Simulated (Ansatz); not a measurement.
C3H4O, SMILES `C#COC` (charge 0, multiplicity 1).

The numbers are results of frozen-core CCSD(T)/cc-pVDZ // B3LYP-D3(BJ)/def2-TZVP run with Ansatz (a quantum-chemistry and plane-wave program), not measurements.

Ansatz 0.2 input:
```yaml
crystal:
  periodic: [false, false, false]
  atoms:
    - { symbol: C, position_ang: [2.078932, 0.206877, -0.179128] }
    - { symbol: C, position_ang: [1.017225, -0.280654, 0.093429] }
    - { symbol: O, position_ang: [-0.114871, -0.83219, 0.399697] }
    - { symbol: C, position_ang: [-1.286065, -0.060714, 0.052841] }
    - { symbol: H, position_ang: [3.02478, 0.624653, -0.413639] }
    - { symbol: H, position_ang: [-1.267651, 0.894924, 0.577502] }
    - { symbol: H, position_ang: [-1.315211, 0.102316, -1.024853] }
    - { symbol: H, position_ang: [-2.137138, -0.655211, 0.372176] }
basis:
  gaussian: { orbitals: cc-pVDZ }
correlation:
  method: ccsd_t
```

Output:

```
Functional definition: HF
696 factors; integrals over basis functions are off by at most 1.3e-3 eV
mean field evaluation 1: about -5187.4840 eV, gradient 2.6e1 eV
mean field evaluation 2: about -5187.4888 eV, gradient 2.6e1 eV
mean field evaluation 4: about -5189.3180 eV, gradient 4.3e0 eV
mean field evaluation 8: about -5189.3720 eV, gradient 3.4e-4 eV
mean field evaluation 16: about -5189.3675 eV, gradient 2.4e-1 eV
mean field -5189.37202734 eV, -190.7059045221 hartree, gradient 1.1e-6 eV, S^2 0.000000; 0 other end points of the search recorded, 0 dependent functions left out
4 core orbitals not correlated
reference -5189.37202734 eV, -190.7059045221 hartree; 11, 11 occupied and 61, 61 virtual orbitals, 696 factors
second order -15.61882176 eV of doubles, -0.00000000 eV of singles
cycle   1  -15.88019144 eV  change   -2.6e-1 eV  update   9.5e-2
cycle   2  -16.32388748 eV  change   -4.4e-1 eV  update   3.0e-2
cycle   3  -16.44333671 eV  change   -1.2e-1 eV  update   1.5e-2
cycle   4  -16.44517042 eV  change   -1.8e-3 eV  update   4.2e-3
cycle   5  -16.44663294 eV  change   -1.5e-3 eV  update   1.6e-3
cycle   6  -16.44736047 eV  change   -7.3e-4 eV  update   4.2e-4
cycle   7  -16.44726066 eV  change    1.0e-4 eV  update   1.2e-4
cycle   8  -16.44727547 eV  change   -1.5e-5 eV  update   3.6e-5
cycle   9  -16.44727955 eV  change   -4.1e-6 eV  update   1.3e-5
perturbative correction -0.56579263 eV, -0.0207924955 hartree
Total energy: -5206.38509952 eV, -191.3311233928 hartree
```
